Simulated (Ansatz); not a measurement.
`BC(C)(C)F` at its PBE0-D4/def2-TZVP geometry, where that method's forces vanish. Total charge 0; spin multiplicity 1.

```csv
atom,x (Å),y (Å),z (Å)
B1,0.7771,0.9453,1.0214
C2,-0.0984,-0.1589,0.3457
C3,-1.2461,0.4733,-0.4315
C4,0.7541,-1.0461,-0.5522
F5,-0.6816,-1.0033,1.3115
H6,1.3369,1.7329,0.3161
H7,0.8892,1.0107,2.2074
H8,-1.8797,1.0800,0.2193
H9,-1.8643,-0.3172,-0.8658
H10,-0.8683,1.1058,-1.2366
H11,1.5547,-1.5295,0.0122
H12,1.2011,-0.4651,-1.3606
H13,0.1254,-1.8280,-0.9868
```

Q: For each bond, give half the difference of the two atoms' forces along it (eV/Å; positive pushes the atoms apart) under PBE-D4, r2SCAN-D4, B3LYP-D4, ωB97M-V in def2-TZVPP. (Estimate.)

A: Ansatz gave: 
| bond | length (Å) | PBE-D4 | r2SCAN-D4 | B3LYP-D4 | ωB97M-V |
| --- | --- | --- | --- | --- | --- |
| B1–C2 | 1.563 | -0.19 | -0.13 | -0.06 | 0.01 |
| B1–H6 | 1.196 | 0.06 | -0.02 | -0.10 | -0.11 |
| B1–H7 | 1.193 | 0.10 | -0.02 | -0.12 | -0.14 |
| C2–C3 | 1.523 | 0.04 | 0.07 | 0.11 | 0.08 |
| C2–C4 | 1.523 | 0.04 | 0.07 | 0.11 | 0.08 |
| C2–F5 | 1.409 | 0.55 | 0.39 | 0.40 | 0.21 |
| C3–H8 | 1.092 | 0.09 | -0.04 | -0.07 | -0.06 |
| C3–H9 | 1.093 | 0.13 | -0.02 | -0.07 | -0.08 |
| C3–H10 | 1.091 | 0.07 | -0.04 | -0.07 | -0.06 |
| C4–H11 | 1.092 | 0.09 | -0.04 | -0.07 | -0.06 |
| C4–H12 | 1.091 | 0.07 | -0.04 | -0.07 | -0.06 |
| C4–H13 | 1.093 | 0.13 | -0.02 | -0.07 | -0.08 |

B3LYP here is the variant with VWN-RPA as its local correlation; programs differ in this.
